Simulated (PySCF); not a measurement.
PySCF input (PW6B95/def2-TZVPD):

```python
from pyscf import gto, scf, dft

mol = gto.M(
    atom='''
    B    -0.90205527   -0.31568972    0.00640587
    Cl   -1.75322113    1.18162649   -0.00785653
    Br    0.98042958   -0.52883434    0.00290091
    ''',
    basis='def2-tzvpd',
    charge=0,
    spin=1,
    verbose=4,
)

mf = dft.UKS(mol, xc='pw6b95').density_fit(auxbasis='def2-universal-jkfit')
mf.grids.level = 3
mf.conv_tol = 1e-9
mf.max_cycle = 100
mf.max_memory = 1500
mf.kernel()
if not mf.converged:
    mf = mf.newton()
    mf.kernel(mf.make_rdm1())
for _ in range(2):
    mo, _, stable, _ = mf.stability(return_status=True)
    if stable:
        break
    mf.kernel(mf.make_rdm1(mo, mf.mo_occ))
mf.analyze()
```

Output:

```
PySCF version 2.14.0

[INPUT] verbose = 4
[INPUT] num. atoms = 3
[INPUT] num. electrons = 57
[INPUT] charge = 0
[INPUT] spin (= nelec alpha-beta = 2S) = 1
[INPUT] symmetry False subgroup None
[INPUT] Mole.unit = angstrom
[INPUT] Symbol           X                Y                Z      unit          X                Y                Z       unit  Magmom
[INPUT]  1 B     -0.902055270000  -0.315689720000   0.006405870000 AA   -1.704637409521  -0.596567111141   0.012105339890 Bohr   0.0
[INPUT]  2 Cl    -1.753221130000   1.181626490000  -0.007856530000 AA   -3.313107771500   2.232950447631  -0.014846689989 Bohr   0.0
[INPUT]  3 Br     0.980429580000  -0.528834340000   0.002900910000 AA    1.852743390622  -0.999352067865   0.005481925412 Bohr   0.0

nuclear repulsion = 172.636399537861
number of shells = 48
number of NR pGTOs = 236
number of NR cGTOs = 140
basis = def2-tzvpd
ecp = {}

******** <class 'pyscf.df.df_jk.DFUKS'> ********
method = DFUKS
initial guess = minao
damping factor = 0
level_shift factor = 0
DIIS = <class 'pyscf.scf.diis.CDIIS'>
diis_start_cycle = 1
diis_space = 8
diis_damp = 0
SCF conv_tol = 1e-09
SCF conv_tol_grad = None
SCF max_cycles = 100
direct_scf = False
number electrons alpha = 29  beta = 28
XC library pyscf.dft.libxc version 7.1.2
    S. Lehtola, C. Steigemann, M. J. T. Oliveira, and M. A. L. Marques,  SoftwareX 7, 1–5 (2018)
XC functionals = pw6b95
    Y. Zhao and D. G. Truhlar,  J. Phys. Chem. A 109, 5656 (2005)
radial grids:
    Treutler-Ahlrichs [JCP 102, 346 (1995); DOI:10.1063/1.469408] (M4) radial grids

becke partition: Becke, JCP 88, 2547 (1988); DOI:10.1063/1.454033
pruning grids: <function nwchem_prune>
grids dens level: 3
symmetrized grids: False
atomic radii adjust function: <function treutler_atomic_radii_adjust>
small_rho_cutoff = 0
Set gradient conv threshold to 3.16228e-05
tot grids = 53352
******** <class 'pyscf.df.df.DF'> ********
auxbasis = def2-universal-jkfit
init E= -3060.00414333672
  alpha nocc = 29  HOMO = -0.16129178767012  LUMO = -0.0797163499541966
  beta  nocc = 28  HOMO = -0.341555392805034  LUMO = -0.161291787670109

WARN: HOMO -0.16129178767012 >= LUMO -0.161291787670109

cycle= 1 E= -3060.72622446486  delta_E= -0.722  |g|= 0.221  |ddm|= 1.18
  alpha nocc = 29  HOMO = -0.254234787974056  LUMO = -0.0852798330825237
[...]
  beta  nocc = 28  HOMO = -0.333259867570491  LUMO = -0.0897598033885956
  HOMO = -0.235450639031  LUMO = -0.0897598033886  gap/eV = 3.96445
Extra cycle  E= -3060.7479879517  delta_E= -6.32e-11  |g|= 7.69e-06  |ddm|= 1.54e-05
converged SCF energy = -3060.7479879517  <S^2> = 0.75314386  2S+1 = 2.0031414
uhf_internal: lowest eigs of H = [0.15011439 0.34466031 0.36631983]
<class 'pyscf.df.df_jk.DFUKS'> wavefunction is stable in the internal stability analysis
**** SCF Summaries ****
Total Energy =                       -3060.747987951696359
Nuclear Repulsion Energy =             172.636399537860626
One-electron Energy =                -4594.653306171305303
Two-electron Energy =                 1361.268918681748346
Two-electron Coulomb Energy =         1486.464898924537920
DFT Exchange-Correlation Energy =     -125.195980242789602
HOMO-LUMO gap [eV] =                     3.964449568229487
**** MO energy ****
                             alpha | beta                alpha | beta
MO #1   energy= -483.786830837098  | -483.786471442413  occ= 1 | 1
MO #2   energy= -101.96101862501   | -101.960205410464  occ= 1 | 1
MO #3   energy= -62.8077839303207  | -62.8075444267973  occ= 1 | 1
MO #4   energy= -56.5798894430766  | -56.5792650201723  occ= 1 | 1
MO #5   energy= -56.5780705586489  | -56.578002977569   occ= 1 | 1
MO #6   energy= -56.5775872041472  | -56.5771739626527  occ= 1 | 1
MO #7   energy= -9.60205230138621  | -9.60129402110516  occ= 1 | 1
MO #8   energy= -8.83406412787939  | -8.83348236716697  occ= 1 | 1
MO #9   energy= -7.33318325781289  | -7.33164427204427  occ= 1 | 1
MO #10  energy= -7.32891768896062  | -7.32871295484537  occ= 1 | 1
MO #11  energy= -7.32794301681533  | -7.32637552372052  occ= 1 | 1
MO #12  energy= -6.96693406662622  | -6.95469975509651  occ= 1 | 1
MO #13  energy= -6.64081093676608  | -6.63970291217736  occ= 1 | 1
MO #14  energy= -6.63507114306982  | -6.63495404696109  occ= 1 | 1
MO #15  energy= -6.63336051254737  | -6.63259415251313  occ= 1 | 1
MO #16  energy= -2.72297703695726  | -2.72227379671058  occ= 1 | 1
MO #17  energy= -2.72142436337355  | -2.72091643290358  occ= 1 | 1
MO #18  energy= -2.71999034104297  | -2.7191088514302   occ= 1 | 1
MO #19  energy= -2.71533369891809  | -2.71497955998183  occ= 1 | 1
MO #20  energy= -2.71524122302876  | -2.71483718732049  occ= 1 | 1
MO #21  energy= -0.900667925721965 | -0.89486541801238  occ= 1 | 1
MO #22  energy= -0.832432183888233 | -0.826973939959984 occ= 1 | 1
MO #23  energy= -0.533139139015159 | -0.518410588843075 occ= 1 | 1
MO #24  energy= -0.446073982000293 | -0.435873040185648 occ= 1 | 1
MO #25  energy= -0.406919184076725 | -0.400381878105267 occ= 1 | 1
MO #26  energy= -0.404047402611535 | -0.388421037701674 occ= 1 | 1
MO #27  energy= -0.346041252672823 | -0.345233851533395 occ= 1 | 1
MO #28  energy= -0.339229941374052 | -0.333259867570491 occ= 1 | 1
MO #29  energy= -0.235450639030546 | -0.0897598033885956 occ= 1 | 0
MO #30  energy= -0.0781245618769333 | -0.0544840872228285 occ= 0 | 0
MO #31  energy= -0.000449810459073351 | 0.00752363914360195 occ= 0 | 0
MO #32  energy= 0.0170465516631802 | 0.0217639517894645 occ= 0 | 0
MO #33  energy= 0.0261679800112882 | 0.0322068650124588 occ= 0 | 0
MO #34  energy= 0.0319421931287922 | 0.0358072398732516 occ= 0 | 0
MO #35  energy= 0.0330809085651527 | 0.0388688228858645 occ= 0 | 0
MO #36  energy= 0.0569647414128416 | 0.0615483283231949 occ= 0 | 0
MO #37  energy= 0.0616673768678393 | 0.0638233052716373 occ= 0 | 0
MO #38  energy= 0.0696642688729534 | 0.0745769434271306 occ= 0 | 0
MO #39  energy= 0.100161639959403  | 0.103389022928957  occ= 0 | 0
MO #40  energy= 0.100618304405217  | 0.109275254097321  occ= 0 | 0
MO #41  energy= 0.107161328557551  | 0.11141897996187   occ= 0 | 0
MO #42  energy= 0.124712228857621  | 0.131702554668698  occ= 0 | 0
MO #43  energy= 0.131797270798272  | 0.13733745483716   occ= 0 | 0
MO #44  energy= 0.156035846624849  | 0.158180687203271  occ= 0 | 0
MO #45  energy= 0.168155001082595  | 0.170406942313758  occ= 0 | 0
MO #46  energy= 0.185805154643278  | 0.191556931687582  occ= 0 | 0
MO #47  energy= 0.189622656650152  | 0.194923037544994  occ= 0 | 0
MO #48  energy= 0.193723963625677  | 0.200843785166242  occ= 0 | 0
MO #49  energy= 0.2063327326504    | 0.207834046264197  occ= 0 | 0
MO #50  energy= 0.207009606847281  | 0.215280618871539  occ= 0 | 0
MO #51  energy= 0.216947520036316  | 0.220488519144191  occ= 0 | 0
MO #52  energy= 0.22398164939627   | 0.227493834117375  occ= 0 | 0
MO #53  energy= 0.229934324401146  | 0.236573698412252  occ= 0 | 0
MO #54  energy= 0.245685076657125  | 0.248764343661844  occ= 0 | 0
MO #55  energy= 0.250584807597178  | 0.25257025435731   occ= 0 | 0
MO #56  energy= 0.260901995197963  | 0.266243985024123  occ= 0 | 0
MO #57  energy= 0.273660157918639  | 0.284350062424678  occ= 0 | 0
MO #58  energy= 0.291218374156676  | 0.30279790054392   occ= 0 | 0
MO #59  energy= 0.322881016869523  | 0.325807085143969  occ= 0 | 0
MO #60  energy= 0.400440779877657  | 0.402746786804066  occ= 0 | 0
MO #61  energy= 0.422538379749001  | 0.430418154553241  occ= 0 | 0
MO #62  energy= 0.433479284505167  | 0.438309692459649  occ= 0 | 0
MO #63  energy= 0.437563205569229  | 0.441620407232251  occ= 0 | 0
MO #64  energy= 0.470021424479874  | 0.479927601276174  occ= 0 | 0
MO #65  energy= 0.491137433813555  | 0.492698856845041  occ= 0 | 0
MO #66  energy= 0.499041879541876  | 0.505683073264366  occ= 0 | 0
MO #67  energy= 0.519935194308765  | 0.526164514018661  occ= 0 | 0
MO #68  energy= 0.529490559884355  | 0.535171055881472  occ= 0 | 0
MO #69  energy= 0.532605637779916  | 0.544361979925938  occ= 0 | 0
MO #70  energy= 0.572939504126261  | 0.576946908018694  occ= 0 | 0
MO #71  energy= 0.573685150090284  | 0.577904793187593  occ= 0 | 0
MO #72  energy= 0.592798617896234  | 0.599950522778792  occ= 0 | 0
MO #73  energy= 0.622545550365109  | 0.628265867998574  occ= 0 | 0
MO #74  energy= 0.626594308564985  | 0.635128382238833  occ= 0 | 0
MO #75  energy= 0.655358034344492  | 0.658617281017412  occ= 0 | 0
MO #76  energy= 0.657171958476159  | 0.666752570893828  occ= 0 | 0
MO #77  energy= 0.697933644045538  | 0.705467876773604  occ= 0 | 0
MO #78  energy= 0.731548296531471  | 0.737344042268568  occ= 0 | 0
MO #79  energy= 0.78136184771915   | 0.794165933374494  occ= 0 | 0
MO #80  energy= 0.828370533183246  | 0.850015584472619  occ= 0 | 0
MO #81  energy= 0.864705485290358  | 0.891062951066978  occ= 0 | 0
MO #82  energy= 0.972705699411995  | 0.988048053032575  occ= 0 | 0
MO #83  energy= 0.993915331075423  | 1.0227556809371    occ= 0 | 0
MO #84  energy= 1.042814634894     | 1.0553922893349    occ= 0 | 0
MO #85  energy= 1.13096622448374   | 1.1358620274499    occ= 0 | 0
MO #86  energy= 1.26773396831381   | 1.2753232669997    occ= 0 | 0
MO #87  energy= 1.31281184177026   | 1.32108327664647   occ= 0 | 0
MO #88  energy= 1.36230333527738   | 1.3686409484405    occ= 0 | 0
MO #89  energy= 1.38901115973992   | 1.39781679294671   occ= 0 | 0
MO #90  energy= 1.43037718255552   | 1.43829411062054   occ= 0 | 0
MO #91  energy= 1.43627114673491   | 1.44814497231065   occ= 0 | 0
MO #92  energy= 1.47447044326538   | 1.47970224021212   occ= 0 | 0
MO #93  energy= 1.49397461771758   | 1.49784038088766   occ= 0 | 0
MO #94  energy= 1.50083508315669   | 1.50444168025174   occ= 0 | 0
MO #95  energy= 1.50823046322967   | 1.51198417379302   occ= 0 | 0
MO #96  energy= 1.55003211788177   | 1.56143799567621   occ= 0 | 0
MO #97  energy= 1.61832296326389   | 1.62400268572265   occ= 0 | 0
MO #98  energy= 1.66503814120907   | 1.67490055404983   occ= 0 | 0
MO #99  energy= 1.67694941533041   | 1.69174917583325   occ= 0 | 0
MO #100 energy= 1.73487560917551   | 1.74774176408517   occ= 0 | 0
MO #101 energy= 1.7578112341135    | 1.7710618734268    occ= 0 | 0
MO #102 energy= 1.76437765160801   | 1.77290339947933   occ= 0 | 0
MO #103 energy= 1.7886487003439    | 1.79909467846884   occ= 0 | 0
MO #104 energy= 1.81139042712331   | 1.81659440770573   occ= 0 | 0
[...]
```

It need not be the lowest isomer of its formula.
